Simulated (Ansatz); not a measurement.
`[NH]=[V]([NH2])([OH])[F]` + H₂O → `[NH]=[V]([NH2])([OH])[OH]` + H–F  (formal hydrolysis of a V–F bond)

Isolated molecules relaxed with PBE0-D4/def2-TZVP in Ansatz; ΔE leaves out vibrations. CBS: MP2 limit from def2 TZ/QZ plus the TZ coupled-cluster correction, frozen cores. This one scheme is used for every species. DFT in def2-TZVPP. For V outer-core shells are correlated without core-valence functions, which leaves a few kJ/mol of doubt a bond. Scalar relativity is left out up to krypton. Each species was taken in one conformer, which may not be the lowest.

`[NH]=[V]([NH2])([OH])[F]`:

Cartesian coordinates in Å:
```
N 0.313 -0.555 1.403
V -0.456 -0.038 0.092
N 0.661 -0.469 -1.275
O -0.709 1.711 0.155
F -2.005 -0.827 -0.105
H 0.586 -0.991 2.274
H 0.468 -0.144 -2.214
H 1.544 -0.947 -1.210
H -0.401 2.260 0.879
```

H₂O:

Z-matrix (Å, degrees):
```
O
H 1 0.960
H 1 0.960 2 105.1
```

`[NH]=[V]([NH2])([OH])[OH]`:

Cartesian coordinates in Å:
```
N 0.915 -0.982 -0.719
V 0.169 0.148 0.148
N -1.599 -0.069 -0.265
O 0.723 1.777 -0.297
O 0.441 -0.086 1.889
H 1.447 -1.668 -1.236
H -2.301 0.527 0.152
H -1.999 -0.745 -0.893
H 1.314 1.949 -1.031
H 0.890 -0.850 2.252
```

H–F:

Cartesian coordinates in Å:
```
F 0.318 -0.063 0.326
H -0.318 0.063 -0.326
```

```tsv
level	ΔE (kJ/mol)
LDA (SPW92)	38.0
CCSD/CBS(def2)	36.3
```

Q: What does CCSD(T)/CBS give? (Estimate.)

A: Computed: +33.1 kJ/mol. The listed levels differ from it by 4.9, 3.2 kJ/mol.

Largest T1 diagnostic among the species: 0.030, so the coupled-cluster value is less sure than usual.

The D4 term adds −3.1 kJ/mol with B3LYP and −1.8 kJ/mol with PBE0; it sums over pairs of atoms, weighted by their polarisabilities, and B3LYP, whose exchange is more repulsive, gets the larger term. At CCSD(T), def2-SVP lies +11.1 kJ/mol from the extrapolated value and def2-TZVPP +2.2 kJ/mol. Leaving LDA and LC-ωPBE aside and taking each functional with its dispersion term where it has one, the values, not all of them listed here, spread over 9.5 kJ/mol, from PBE-QIDH to B97M-V. LDA lies −6.4 kJ/mol from PBE without D4.

B3LYP here is the variant with VWN-RPA as its local correlation; programs differ in this.
